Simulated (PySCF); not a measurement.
Input for PySCF: R-M06-2X/def2-TZVPPD on H2O (SMILES O).

```python
from pyscf import gto, dft

mol = gto.M(
    atom='''
    O    -0.00000000    0.00000000    0.38961139
    H     0.00000000    0.76498632   -0.19485569
    H     0.00000000   -0.76498632   -0.19485569
    ''',
    basis='def2-tzvppd',
    charge=0, spin=0, verbose=4, max_memory=1800)
mf = dft.RKS(mol, xc='m062x').density_fit(auxbasis='def2-universal-jkfit')
mf.grids.level = 4
mf.conv_tol = 1e-9
mf.max_cycle = 150
mf.kernel()
mf.dip_moment()
```

The log:

```
PySCF version 2.14.0

[INPUT] verbose = 4
[INPUT] num. atoms = 3
[INPUT] num. electrons = 10
[INPUT] charge = 0
[INPUT] spin (= nelec alpha-beta = 2S) = 0
[INPUT] symmetry False subgroup None
[INPUT] Mole.unit = angstrom
[INPUT] Symbol           X                Y                Z      unit          X                Y                Z       unit  Magmom
[INPUT]  1 O      0.000000000000   0.000000000000   0.389611390000 AA    0.000000000000   0.000000000000   0.736258822111 Bohr   0.0
[INPUT]  2 H      0.000000000000   0.764986320000  -0.194855690000 AA    0.000000000000   1.445614633839  -0.368223887913 Bohr   0.0
[INPUT]  3 H      0.000000000000  -0.764986320000  -0.194855690000 AA    0.000000000000  -1.445614633839  -0.368223887913 Bohr   0.0

nuclear repulsion = 9.14068918860721
number of shells = 28
number of NR pGTOs = 93
number of NR cGTOs = 74
basis = def2-tzvppd
ecp = {}


******** <class 'pyscf.df.df_jk.DFRKS'> ********
method = DFRKS
initial guess = minao
damping factor = 0
level_shift factor = 0
DIIS = <class 'pyscf.scf.diis.CDIIS'>
diis_start_cycle = 1
diis_space = 8
diis_damp = 0
SCF conv_tol = 1e-09
SCF conv_tol_grad = None
SCF max_cycles = 150
direct_scf = False
XC library pyscf.dft.libxc version 7.1.2
    S. Lehtola, C. Steigemann, M. J. T. Oliveira, and M. A. L. Marques,  SoftwareX 7, 1–5 (2018)
XC functionals = m062x
    Y. Zhao and D. G. Truhlar,  Theor. Chem. Acc. 120, 215 (2008)
    Y. Zhao and D. G. Truhlar,  Theor. Chem. Acc. 120, 215 (2008)
radial grids:
    Treutler-Ahlrichs [JCP 102, 346 (1995); DOI:10.1063/1.469408] (M4) radial grids

becke partition: Becke, JCP 88, 2547 (1988); DOI:10.1063/1.454033
pruning grids: <function nwchem_prune>
grids dens level: 4
symmetrized grids: False
atomic radii adjust function: <function treutler_atomic_radii_adjust>
small_rho_cutoff = 0
Set gradient conv threshold to 3.16228e-05
Initial guess from minao.
tot grids = 59680
******** <class 'pyscf.df.df.DF'> ********
auxbasis = def2-universal-jkfit
init E= -76.3195435227063
  HOMO = -0.45232508792197  LUMO = -0.00844265609364214  gap/eV = 12.07866
cycle= 1 E= -76.3718633042826  delta_E= -0.0523  |g|= 0.567  |ddm|= 0.862
  HOMO = -0.277078943110943  LUMO = 0.0146585190255803  gap/eV = 7.93858
cycle= 2 E= -76.3516416779092  delta_E= 0.0202  |g|= 0.689  |ddm|= 0.554
  HOMO = -0.406782490602048  LUMO = 0.00977314197814417  gap/eV = 11.33506
cycle= 3 E= -76.4310152078909  delta_E= -0.0794  |g|= 0.0271  |ddm|= 0.269
  HOMO = -0.402413251855208  LUMO = 0.0120131475988072  gap/eV = 11.27712
cycle= 4 E= -76.4311331430792  delta_E= -0.000118  |g|= 0.00365  |ddm|= 0.0162
  HOMO = -0.402994559303266  LUMO = 0.0118612404810032  gap/eV = 11.28880
cycle= 5 E= -76.4311361488379  delta_E= -3.01e-06  |g|= 0.000502  |ddm|= 0.0026
  HOMO = -0.403033692831599  LUMO = 0.0118626628022591  gap/eV = 11.28990
cycle= 6 E= -76.4311362485718  delta_E= -9.97e-08  |g|= 6.83e-05  |ddm|= 0.000782
  HOMO = -0.403035382190502  LUMO = 0.0118644388086286  gap/eV = 11.29000
cycle= 7 E= -76.4311362516909  delta_E= -3.12e-09  |g|= 6.88e-06  |ddm|= 0.000169
  HOMO = -0.403036621173925  LUMO = 0.0118645412302387  gap/eV = 11.29004
cycle= 8 E= -76.4311362517238  delta_E= -3.29e-11  |g|= 8.98e-07  |ddm|= 1.05e-05
  HOMO = -0.403036649384092  LUMO = 0.0118645550772094  gap/eV = 11.29004
Extra cycle  E= -76.4311362517245  delta_E= -6.96e-13  |g|= 3.04e-07  |ddm|= 1.11e-06
converged SCF energy = -76.4311362517245
Dipole moment(X, Y, Z, Debye): -0.00000, -0.00000, -1.88683
```

Self-consistency was reached.

Cost: about 6 core-seconds (a rough figure).
